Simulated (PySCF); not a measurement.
Compound: C4H5F5O2.
Atom-mapped SMILES: `[CH3:1][C@@H:2]([OH:3])[C:4]([F:5])([F:6])[O:7][C:8]([F:9])([F:10])[F:11]` (hydrogens: H12, H13, H14 on C1; H15 on C2; H16 on O3)

Theory: PySCF 2.14.0, PBE0-D3(BJ)/def2-SVP geometry optimisation, gas phase.

Some entries are withheld. Bonds in one row agree within 0.01 Å.

```tsv
coordinate	value
C1–C2	1.510 Å
C2–O3	?
C2–C4	?
C4–F5	1.351 Å
C4–F6	?
C4–O7	?
O7–C8	1.364 Å
C8–F9, C8–F10, C8–F11	1.322 Å
C1–H12, C1–H13, C1–H14	1.098 Å
C2–H15	1.109 Å
O3–H16	0.964 Å
C1–C2–O3	108.7°
C1–C2–C4	?
O3–C2–C4	109.1°
C2–C4–F5	109.1°
C2–C4–F6	112.4°
C2–C4–O7	108.7°
F5–C4–F6	106.4°
F5–C4–O7	109.6°
F6–C4–O7	110.6°
C4–O7–C8	?
O7–C8–F9	?
O7–C8–F11	?
F9–C8–F10	108.2°
F9–C8–F11	109.1°
```

Problem. Estimate the withheld lengths and angles.

Solution. 
- C2–O3 = 1.395 Å, drawn single (carbinol carbon (C–OH) to alcohol oxygen); 0.02 Å below the sum of covalent radii, 1.42 Å.
- C2–C4 = 1.526 Å, drawn single (carbinol carbon (C–OH) to CF2 carbon); 0.01 Å above the sum of covalent radii, 1.52 Å.
- C4–F6 = 1.338 Å, drawn single (CF2 carbon to fluorine of a CF2 group); 0.01 Å above the sum of covalent radii, 1.33 Å.
- C4–O7 = 1.382 Å, drawn single (CF2 carbon to ether oxygen); 0.04 Å below the sum of covalent radii, 1.42 Å.
- C1–C2–C4 = 112.1°, at the carbinol carbon (C–OH); the outer atoms are 2.518 Å apart.
- C4–O7–C8 = 121.4°, at the ether oxygen; the outer atoms are 2.394 Å apart.
- O7–C8–F9 = 112.4°, at the CF3 carbon; the outer atoms are 2.234 Å apart.
- O7–C8–F11 = 106.8°, at the CF3 carbon; the outer atoms are 2.154 Å apart.

Radii are Cordero's, carbon taken as 0.76, 0.73 or 0.69 Å for four, three, and two or fewer neighbours.

PBE0-D3(BJ)/def2-SVP frequencies: not computed here. One conformer, not necessarily the lowest (C1–C2–O3–H 180°, C1–C2–C4–F5 -173°, C2–C4–O7–C8 -167°).

Cost: about 5 min of CPU time on one thread; the machine was shared, so the figure is rough. This is the geometry optimisation.
